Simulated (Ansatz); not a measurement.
A structure relaxed at PBE0-D4/def2-TZVP, charge 0, multiplicity 1:

| atom | x (Å) | y (Å) | z (Å) |
| --- | --- | --- | --- |
| S1 | 1.332 | 1.442 | -0.262 |
| Hf2 | -0.161 | -0.452 | -0.147 |
| Cl3 | 0.578 | -1.943 | -1.760 |
| Cl4 | -0.072 | -1.365 | 1.989 |
| Cl5 | -2.335 | 0.264 | -0.554 |
| H6 | 0.656 | 2.054 | 0.733 |

Question: Give its formula and SMILES.

Answer: Cl3HHfS, `[SH][Hf]([Cl])([Cl])[Cl]`.

Question: Point group (tolerance 0.08 Å, 0.16 Å for H)?

Answer: Cs.

Question: Summarise the bond lengths by kind.

Answer: 1 × Hf–S 2.414 Å; 1 × H–S 1.349 Å; 3 × Cl–Hf 2.318 to 2.325 Å.

Results of the Gaussian-basis code of Ansatz.
